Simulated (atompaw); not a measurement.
**Reading a pseudo-wave (Nb)**

Columns: radius, all-electron u(r) and pseudo u(r) of the 4d shell (level -9.31 eV) of niobium in the configuration [Ar] 3d10 4s2 4p6 4d4 5s0 5p0; PBE, scalar-relativistic, PAW (atompaw) scheme, atompaw 4.2.0.5.

| r (bohr) | all-electron | pseudo |
| --- | --- | --- |
| 0.104 | -0.1191 | 0.0001 |
| 0.208 | -0.2931 | 0.0007 |
| 0.312 | -0.3158 | 0.0023 |
| 0.415 | -0.2153 | 0.0055 |
| 0.519 | -0.0561 | 0.0108 |
| 0.623 | 0.1149 | 0.0189 |
| 0.727 | 0.2727 | 0.0302 |
| 0.831 | 0.4070 | 0.0453 |
| 0.935 | 0.5148 | 0.0649 |
| 1.038 | 0.5957 | 0.0889 |
| 1.142 | 0.6539 | 0.1183 |
| 1.246 | 0.6921 | 0.1529 |
| 1.350 | 0.7139 | 0.1926 |
| 1.454 | 0.7227 | 0.2369 |
| 1.558 | 0.7216 | 0.2848 |
| 1.662 | 0.7128 | 0.3349 |
| 1.765 | 0.6986 | 0.3848 |
| 1.869 | 0.6802 | 0.4329 |
| 1.973 | 0.6588 | 0.4759 |
| 2.077 | 0.6355 | 0.5108 |
| 2.181 | 0.6110 | 0.5349 |
| 2.285 | 0.5857 | 0.5462 |
| 2.388 | 0.5605 | 0.5443 |
| 2.492 | 0.5350 | 0.5308 |
| 2.596 | 0.5097 | 0.5094 |
| 2.700 | 0.4850 | 0.4850 |

(1) How many radial nodes do the two functions have?

(2) Is the pseudo-wave norm-conserving?

## Answers

(1) The all-electron 4d function has n − l − 1 = 1; the pseudo-wave has 0, since the states of the same l below it are removed with the core.

(2) No, it belongs to a PAW set: the norm inside the radius is not constrained, and the difference is carried by the augmentation charge.
